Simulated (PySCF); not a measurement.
AlClGeH$_{4}$N, AlGeH$_{4}$N$_{2}$, AlGeH$_{3}$NO, BGeH$_{3}$NO (calculated)

Computed with PySCF 2.14.0. Calculation on a computer-drawn molecule: optimised geometry and harmonic frequencies of an isolated molecule of the commonest isotopes, restricted reference for singlets and unrestricted otherwise, frozen core in MP2; on germanium a core potential holds 10 electrons, which the energies leave out, and 3d is frozen in MP2 and coupled-cluster steps.

Common to all runs: method HF.

(1) AlClGeH$_{4}$N

Start structure:
```xyz
8
AlClGeH4N
Cl    -1.7220     0.3183     0.8371
Al    -0.5527    -0.1378    -0.7568
N      0.0358     1.2192    -1.8851
Ge     1.5388     0.6266    -2.3544
H     -0.9955    -1.1702    -1.7598
H     -0.4530     2.0214    -2.2987
H      2.3453     2.1704    -2.5804
H      1.0391    -0.5733    -0.2755
```

```
charge                                        : 0
multiplicity                                  : 2
basis                                         : cc-pV(D+d)Z
basis and core potential on germanium         : cc-pVDZ-PP ECP10MDF
rotational constants                          : 18.82, 0.7292, 0.7043 GHz
total energy                                  : -1051.6711 hartree
spin squared                                  : 0.7551
convergence status largest gradient component : 1.734e-05 hartree/bohr
```

Drawn bonds:
```tsv
atom	other atom	order
1	2	1
2	3	1
3	4	1
2	5	1
3	6	1
4	7	1
4	8	1
```

Optimised structure:
```xyz
8
AlClGeH4N
Cl    -2.8092     0.7440     0.2137
Al    -1.0327    -0.0140    -0.6528
N     -0.0421     1.0890    -1.6130
Ge     1.5270     0.7859    -2.5443
H     -0.6429    -1.5101    -0.4295
H     -0.3727     2.0343    -1.7236
H      2.5323     1.9170    -2.2497
H      2.0761    -0.5717    -2.0744
```

Modes:
```tsv
frequency (cm⁻¹)	reduced mass (dalton)
72.33	4.554
109.5	6.196
118.1	1.283
182.9	12.44
497.3	1.657
512.8	2.878
547.4	1.238
596.8	2.586
672.8	1.29
736.8	1.24
771.5	1.204
895.8	1.601
927	1.592
1211	1.29
2062	1.043
2147	1.018
2183	1.023
3758	1.075
```

(2) AlGeH$_{4}$N$_{2}$

Start structure:
```xyz
8
AlGeH4N2
N     -0.3083    -1.0242    -0.0599
Ge    -0.4552    -0.4971    -1.6636
N     -0.5655     1.1798    -1.8659
Al    -0.6978     2.5300    -2.9983
H     -0.3830    -0.3664     0.7368
H     -0.3414    -2.0348     0.3076
H     -0.4462    -1.6839    -2.6270
H     -0.8187     3.6741    -4.0499
```

```
charge                                        : 1
multiplicity                                  : 1
basis                                         : cc-pV(D+d)Z
basis and core potential on germanium         : cc-pVDZ-PP ECP10MDF
rotational constants                          : 17.74, 1.62, 1.485 GHz
total energy                                  : -646.3045 hartree
convergence status largest gradient component : 3.502e-05 hartree/bohr
```

Drawn bonds:
```tsv
atom	other atom	order
1	2	1
2	3	1
3	4	2
1	5	1
1	6	1
2	7	1
4	8	1
```

Optimised structure:
```xyz
8
AlGeH4N2
N     -0.3691    -0.9482    -0.0030
Ge    -0.4632    -0.6070    -1.7123
N     -0.5813     0.9782    -2.3035
Al    -0.6940     2.4578    -3.0180
H     -0.3807    -0.2332     0.7002
H     -0.2993    -1.8792     0.3633
H     -0.4291    -1.8404    -2.5781
H     -0.7995     3.8496    -3.6688
```

Modes:
```tsv
frequency (cm⁻¹)	reduced mass (dalton)
89.52	4.471
119.9	4.41
265	4.576
378.1	1.318
448.5	1.111
463.9	1.171
469.7	1.204
531.6	13.98
629.7	1.051
767	1.093
850	5.31
931.9	1.214
1353	13
1668	1.118
2170	1.052
2358	1.021
3771	1.049
3889	1.101
```

(3) AlGeH$_{3}$NO

Start structure:
```xyz
7
AlGeH3NO
N     -2.7090     0.1147     3.1372
Ge    -1.5279    -0.1570     1.9643
Al     0.5091     0.9332     1.0517
O      1.7818     1.8369     0.5254
H     -2.9479     0.8718     3.7621
H     -1.7734    -1.5381     1.3099
H      2.5804     2.3288     0.2232
```

```
charge                                        : 1
multiplicity                                  : 1
basis                                         : cc-pV(D+d)Z
basis and core potential on germanium         : cc-pVDZ-PP ECP10MDF
rotational constants                          : 16.95, 1.361, 1.26 GHz
total energy                                  : -666.0944 hartree
convergence status largest gradient component : 1.589e-05 hartree/bohr
```

Drawn bonds:
```tsv
atom	other atom	order
1	2	2
2	3	1
3	4	1
1	5	1
2	6	1
4	7	1
```

Optimised structure:
```xyz
7
AlGeH3NO
N     -2.6282     0.2353     3.1205
Ge    -1.6519    -0.3956     1.9337
Al     0.3887     0.9288     1.1123
O      1.6371     1.8291     0.6661
H     -2.4170     1.1388     3.5165
H     -1.7841    -1.7114     1.2150
H      2.3685     2.3653     0.4098
```

Modes:
```tsv
frequency (cm⁻¹)	reduced mass (dalton)
88.84	5.716
124.5	7.038
185	8.959
234.2	15.23
299.2	1.315
377.9	1.139
379.4	1.136
698.6	1.034
781.2	1.061
855.2	1.53
1027	3.134
1077	11.18
2344	1.021
3780	1.078
4234	1.073
```

(4) BGeH$_{3}$NO

Start structure:
```xyz
7
BGeH3NO
N      2.4408    -0.6157    -2.8750
Ge     0.5802    -0.4389    -2.0889
B      1.2255     0.8144    -0.5091
O      1.4167     1.3321     0.5798
H      2.3856    -1.2379    -3.6733
H      2.9475    -1.1037    -2.1245
H      0.1280     0.9173    -3.0410
```

```
charge                                        : -1
multiplicity                                  : 1
basis                                         : aug-cc-pVDZ
basis and core potential on germanium         : aug-cc-pVDZ-PP ECP10MDF
rotational constants                          : 9.633, 2.504, 2.046 GHz
total energy                                  : -449.2205 hartree
convergence status largest gradient component : 2.504e-05 hartree/bohr
```

Drawn bonds:
```tsv
atom	other atom	order
1	2	1
2	3	1
3	4	2
1	5	1
1	6	1
2	7	1
```

Optimised structure:
```xyz
7
BGeH3NO
N      2.2013    -0.8502    -3.0365
Ge     0.4795    -0.3144    -2.2915
B      1.1487     0.6359    -0.4470
O      1.4782     1.0834     0.6264
H      2.4758    -1.7504    -2.6850
H      2.9642    -0.2242    -2.8505
H      0.3766     1.0875    -3.0478
```

Modes:
```tsv
frequency (cm⁻¹)	reduced mass (dalton)
122.4	5.562
212.7	1.212
281.9	5.108
330.6	4.6
416.1	8.243
544.7	7.63
656	1.136
690.8	1.204
761.2	1.115
951.5	1.124
1678	1.093
1874	1.028
1953	11.45
3700	1.05
3785	1.093
```
